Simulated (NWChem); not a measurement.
Molecule: TeCl$_{2}$; SMILES Cl[Te]Cl

All runs: NWChem. Structure relaxed at the PBE0/def2-SVP level. def2 effective core potentials on Te; no spin-orbit coupling.

For level MPW1K/def2-SVP:

```yaml
highest occupied level (eV): -7.50
orbital gap (eV): 5.26
dipole (D): 2.38
```

Question: Estimate the same quantities for level TPSSh/def2-SVP.

Answer: 
* **highest occupied level (eV)**: -6.00
* **orbital gap (eV)**: 2.79
* **dipole (D)**: 2.19
